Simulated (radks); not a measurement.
The numbers below are computed, except where a source is named.
Problem. Coherent X-ray form factor from a spherical all-electron density. Level of theory: Dirac Kohn-Sham, PBE, spin-unpolarised, spherical densities, finite nucleus; Fermi nuclear charge, rms radius of each element as measured or else 0.836 A^(1/3) + 0.57 fm (a radial shooting solver on a logarithmic mesh with Libxc functionals).

sin(theta)/lambda (1/angstrom)  f0 (electrons)
0.05                                    23.760
0.1                                     23.068
0.15                                    22.002
0.2                                     20.669
0.25                                    19.183
0.3                                     17.646
0.4                                     14.713
0.5                                     12.248
0.6                                     10.349
0.8                                      7.980
1                                        6.746
1.25                                     5.774
1.5                                      4.936
2                                        3.426

The species is in the configuration that NIST lists as its ground one. Which atom or ion scatters so?

Solution. The cobalt ion Co3+, [Ar] 3d6. Extrapolating in s^2 from the first two rows gives f0(0) = 24.0, near the electron count 24; among species with that count, the fall with angle is slower the higher Z, and the table is that of Z = 27; from so few rows the species is fixed only to a neighbour or two.
